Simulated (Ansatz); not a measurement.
Geometry optimisation, Ansatz, UKS B3LYP-D4/STO-3G.

Input file:

```yaml
crystal:
  periodic: [false, false, false]
  atoms:
    - { symbol: C, position_ang: [-0.3485, -0.4805, 1.1505] }
    - { symbol: C, position_ang: [0.3399, -0.3011, -0.1604] }
    - { symbol: "N", position_ang: [1.135, -1.2012, -0.5638] }
    - { symbol: Al, position_ang: [0.0446, 1.2327, -1.3647] }
    - { symbol: Cl, position_ang: [-1.4985, 2.7556, -0.788] }
    - { symbol: H, position_ang: [0.2398, -0.9208, 1.8969] }
    - { symbol: H, position_ang: [-1.2884, -1.0354, 0.9818] }
    - { symbol: H, position_ang: [-0.6435, 0.5807, 1.523] }
    - { symbol: H, position_ang: [1.3747, -2.0165, 0.0677] }
    - { symbol: H, position_ang: [0.7282, 1.3351, -2.74] }
magnetization:
  spin_polarized: true
basis:
  gaussian: { orbitals: STO-3G }
hamiltonian:
  xc: b3lyp
  dispersion: d4
relax:
  f_tol: 0.02
  max_steps: 50
```

Run as:

```bash
$ ansatz run input.yaml --threads 1 --pin off --max-ram 2048MiB --backend cpu --events-out ev --progress --plain --runs-dir out
```

Question: Where does it end, and by what steps?

Answer: The forces met the threshold. Limits of this set-up: minimal basis. After 17 steps the energy has fallen by 0.850 eV; H6 moved furthest, 0.47 Å.

```csv
step,energy less start (eV),largest force component (eV/Å),accepted
0,0.0000,4.254,yes
1,-0.7277,1.031,yes
2,-0.6655,2.396,no
3,-0.8161,0.291,yes
4,-0.8286,0.141,yes
5,-0.8335,0.077,yes
6,-0.8360,0.105,yes
7,-0.8403,0.121,yes
8,-0.8425,0.225,yes
9,-0.8455,0.126,yes
10,-0.8456,0.080,yes
11,-0.8485,0.061,yes
12,-0.8254,0.398,no
13,-0.8494,0.036,yes
14,-0.8500,0.035,yes
15,-0.8502,0.035,yes
16,-0.8503,0.025,yes
17,-0.8504,0.012,yes
```

```xyz
10
Properties=species:S:1:pos:R:3
C -0.417 -0.443 1.137
C 0.364 -0.274 -0.191
N 1.356 -1.067 -0.561
Al -0.019 1.130 -1.436
Cl -1.390 2.559 -0.772
H -0.013 -1.280 1.732
H -1.485 -0.640 0.937
H -0.365 0.478 1.741
H 1.492 -1.810 0.217
H 0.560 1.296 -2.801
```

Run time: 67 s on 1 CPU thread of a shared host.
